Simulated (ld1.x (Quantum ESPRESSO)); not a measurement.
# manganese: TM pseudisation with PBEsol, fully relativistic reference atom.

ld1.x (Quantum ESPRESSO) 7.5 input, shortened:

```
&input
   title='Mn', zed=25., rel=2, dft='PBESOL', iswitch=3,
   config='[Ar] 3d5 4s2 4p0', rel_dist='average'
 /
 &inputp
   pseudotype=2, tm=.true., lloc=-1, rcloc=2.35,
   nlcc=.false.
 /
3
4S  1  0   2.00   0.00  2.65  2.65  0.0
4P  2  1   0.00   0.00  2.90  2.90  0.0
3D  3  2   5.00   0.00  2.05  2.05  0.0
 &test
   configts(1)='3d5 4s2 4p0'
 /
```

Open shells are filled in proportion to 2j + 1 (rel_dist='average').

Results:

```json
{
  "Cutoffs needed": "70 Ry and 100 Ry (the cutoffs (Ry, on a coarse ladder) from which the occupation-weighted sum of valence levels, in a spherical-Bessel basis at the reference potential, stays within 10 and 1 mRy of its value at 400 Ry)",
  "Ghost test": "no extra level below or beside the all-electron valence levels (s, p1/2, p3/2, d3/2, d5/2, f tested) (spherical-Bessel basis up to 400 Ry, 20 bohr box)",
  "Largest excitation error": "-67 meV (all-electron minus pseudo) for 3d6 4s1 4p0, out of 7 test configurations"
}
```

Generation and tests took about 2.5 s on one core of a shared server CPU.
